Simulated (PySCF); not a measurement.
## From computed data to an observable: chemical shift, span and skew from a shielding tensor

C₃H₆O, SMILES C(=C)OC. Atoms are numbered in the order given.

```xyz
10

C     -0.0741     1.8798     0.0000
C      0.3499     0.6127     0.0000
O     -0.4944    -0.4457     0.0000
C      0.1036    -1.7226     0.0000
H     -1.1402     2.1175     0.0000
H      0.6508     2.6940     0.0000
H      1.4204     0.3636     0.0000
H     -0.7086    -2.4622     0.0000
H      0.7282    -1.8832    -0.8984
H      0.7282    -1.8832     0.8984
```
Charge 0, spin multiplicity 1.

Coordinates come from a B3LYP-D3(BJ)/def2-SVP optimisation. One conformer was computed; it need not be the lowest.

GIAO shieldings from HF/pcSseg-1 run with PySCF, non-relativistic, no solvent. The symmetric part of the tensor of C2 has the principal values -92.8, 79.4, 106.7 ppm. The same nucleus in TMS has σ = 192.6 ppm at this level (PySCF, at its B3LYP-D3(BJ)/def2-TZVP geometry).

**Question.** Work out the isotropic shielding, the ¹³C shift against TMS, the span and the skew.

**Answer.** 
σ(iso) = (σ11 + σ22 + σ33)/3 = 31.1 ppm. δ = σ(ref) − σ(iso) = 192.6 − (31.1) = 161.5 ppm.
Span Ω = σ33 − σ11 = 199.5 ppm. Skew κ = 3(σ(iso) − σ22)/Ω = -0.73. Tumbling in solution averages the tensor to δ; in a static solid the shielding alone would spread this spin-1/2 line over Ω.
